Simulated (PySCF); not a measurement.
C2H7BrOSn, singlet, geometry from GFN2-xTB (such geometries of metal compounds can be far from the true shape) (core potentials on Sn); PySCF with DF-CAMB3LYP/def2-TZVPPD.

Here is a job for PySCF.
```python
from pyscf import gto, scf, dft

mol = gto.Mole()
mol.atom = '''
    Sn    0.352253    0.877765    0.290042
    Br    1.294913   -1.233625   -0.552595
    O    -1.586364    0.653163    0.212480
    C    -2.386618   -0.432434    0.610627
    C    -3.558328   -0.548480   -0.349703
    H     0.525607    2.169751   -0.772294
    H     0.990305    1.130598    1.857912
    H    -2.747938   -0.256698    1.630043
    H    -1.820287   -1.372567    0.608051
    H    -4.115583    0.383948   -0.362128
    H    -4.211841   -1.356829   -0.034518
    H    -3.194314   -0.749398   -1.353733
'''
mol.basis = 'def2-tzvppd'
mol.ecp = {'Sn': 'def2-tzvppd'}
mol.charge = 0
mol.spin = 0
mol.verbose = 4
mol.max_memory = 1800
mol.build()

mf = dft.RKS(mol)
mf.xc = 'camb3lyp'
mf = mf.density_fit(auxbasis='def2-universal-jkfit')
mf.kernel()
```

What the program printed (banner, timings and long lists left out):

```
PySCF version 2.14.0

[INPUT] verbose = 4
[INPUT] num. atoms = 12
[INPUT] num. electrons = 84
[INPUT] charge = 0
[INPUT] spin (= nelec alpha-beta = 2S) = 0
[INPUT] symmetry False subgroup None
[INPUT] Mole.unit = angstrom
[INPUT] Symbol           X                Y                Z      unit          X                Y                Z       unit  Magmom
[INPUT]  1 Sn     0.352253000000   0.877765000000   0.290042000000 AA    0.665661696556   1.658735451729   0.548099944621 Bohr   0.0
[INPUT]  2 Br     1.294913000000  -1.233625000000  -0.552595000000 AA    2.447030925139  -2.331213390417  -1.044253207804 Bohr   0.0
[INPUT]  3 O     -1.586364000000   0.653163000000   0.212480000000 AA   -2.997793493870   1.234299184699   0.401529006948 Bohr   0.0
[INPUT]  4 C     -2.386618000000  -0.432434000000   0.610627000000 AA   -4.510054383957  -0.817181826950   1.153917794265 Bohr   0.0
[INPUT]  5 C     -3.558328000000  -0.548480000000  -0.349703000000 AA   -6.724265381371  -1.036476984801  -0.660842894939 Bohr   0.0
[INPUT]  6 H      0.525607000000   2.169751000000  -0.772294000000 AA    0.993253279154   4.100235148501  -1.459424147645 Bohr   0.0
[INPUT]  7 H      0.990305000000   1.130598000000   1.857912000000 AA    1.871405229787   2.136520576981   3.510944843543 Bohr   0.0
[INPUT]  8 H     -2.747938000000  -0.256698000000   1.630043000000 AA   -5.192850227285  -0.485088916724   3.080334841264 Bohr   0.0
[INPUT]  9 H     -1.820287000000  -1.372567000000   0.608051000000 AA   -3.439843898106  -2.593775717616   1.149049859768 Bohr   0.0
[INPUT] 10 H     -4.115583000000   0.383948000000  -0.362128000000 AA   -7.777324712916   0.725556566075  -0.684322742036 Bohr   0.0
[INPUT] 11 H     -4.211841000000  -1.356829000000  -0.034518000000 AA   -7.959225970214  -2.564035207867  -0.065229566368 Bohr   0.0
[INPUT] 12 H     -3.194314000000  -0.749398000000  -1.353733000000 AA   -6.036378615864  -1.416156978297  -2.558184615786 Bohr   0.0

nuclear repulsion = 485.98585122611
number of shells = 126
number of NR pGTOs = 501
number of NR cGTOs = 346
basis = def2-tzvppd
ecp = {'Sn': 'def2-tzvppd'}

******** <class 'pyscf.df.df_jk.DFRKS'> ********
method = DFRKS
initial guess = minao
damping factor = 0
level_shift factor = 0
DIIS = <class 'pyscf.scf.diis.CDIIS'>
diis_start_cycle = 1
diis_space = 8
diis_damp = 0
SCF conv_tol = 1e-09
SCF conv_tol_grad = None
SCF max_cycles = 50
direct_scf = False
XC library pyscf.dft.libxc version 7.1.2
    S. Lehtola, C. Steigemann, M. J. T. Oliveira, and M. A. L. Marques,  SoftwareX 7, 1–5 (2018)
XC functionals = camb3lyp
    T. Yanai, D. P. Tew, and N. C. Handy,  Chem. Phys. Lett. 393, 51 (2004)
radial grids:
    Treutler-Ahlrichs [JCP 102, 346 (1995); DOI:10.1063/1.469408] (M4) radial grids

becke partition: Becke, JCP 88, 2547 (1988); DOI:10.1063/1.454033
pruning grids: <function nwchem_prune>
grids dens level: 3
symmetrized grids: False
atomic radii adjust function: <function treutler_atomic_radii_adjust>
small_rho_cutoff = 0
Set gradient conv threshold to 3.16228e-05
Initial guess from minao.
tot grids = 153360
******** <class 'pyscf.df.df.DF'> ********
auxbasis = def2-universal-jkfit
Create RSH-DF object <pyscf.df.df.DF object> for omega=0.33
******** <class 'pyscf.df.df.DF'> ********
auxbasis = auxmol.basis = def2-universal-jkfit
init E= -2906.35974601111
  HOMO = -0.550641908780995  LUMO = -0.48542251170285  gap/eV = 1.77471
cycle= 1 E= -2942.92500235546  delta_E= -36.6  |g|= 2.69  |ddm|= 33.3
  HOMO = -0.0387555823674905  LUMO = 0.000682296053166276  gap/eV = 1.07316
cycle= 2 E= -2942.49800427064  delta_E= 0.427  |g|= 3.38  |ddm|= 9.53
  HOMO = -0.345665984053303  LUMO = -0.0060189912184641  gap/eV = 9.24227
cycle= 3 E= -2944.21234892752  delta_E= -1.71  |g|= 0.463  |ddm|= 5.52
  HOMO = -0.284418864295598  LUMO = -0.0127896072691618  gap/eV = 7.39141
cycle= 4 E= -2944.21894161562  delta_E= -0.00659  |g|= 0.423  |ddm|= 0.644
  HOMO = -0.340682239843605  LUMO = -0.0113773004319633  gap/eV = 8.96084
cycle= 5 E= -2944.249566361  delta_E= -0.0306  |g|= 0.0204  |ddm|= 0.333
  HOMO = -0.338207829608247  LUMO = -0.0107230563010163  gap/eV = 8.91131
cycle= 6 E= -2944.24966804743  delta_E= -0.000102  |g|= 0.00744  |ddm|= 0.0345
  HOMO = -0.338641025762527  LUMO = -0.0104183686572225  gap/eV = 8.93139
cycle= 7 E= -2944.24968382057  delta_E= -1.58e-05  |g|= 0.0024  |ddm|= 0.0146
  HOMO = -0.338514867116884  LUMO = -0.0104697310340571  gap/eV = 8.92656
cycle= 8 E= -2944.24968514734  delta_E= -1.33e-06  |g|= 0.00046  |ddm|= 0.00358
  HOMO = -0.338529770423932  LUMO = -0.0104867986613227  gap/eV = 8.92650
cycle= 9 E= -2944.24968524381  delta_E= -9.65e-08  |g|= 0.000147  |ddm|= 0.00139
  HOMO = -0.338503315239989  LUMO = -0.0104864756674082  gap/eV = 8.92579
cycle= 10 E= -2944.24968525174  delta_E= -7.93e-09  |g|= 4.93e-05  |ddm|= 0.00032
  HOMO = -0.338505536282165  LUMO = -0.010486055391692  gap/eV = 8.92586
cycle= 11 E= -2944.24968525268  delta_E= -9.47e-10  |g|= 1.33e-05  |ddm|= 0.000108
  HOMO = -0.338504473366004  LUMO = -0.0104859224973981  gap/eV = 8.92584
Extra cycle  E= -2944.24968525273  delta_E= -4.27e-11  |g|= 1.07e-05  |ddm|= 3.08e-05
converged SCF energy = -2944.24968525273
```
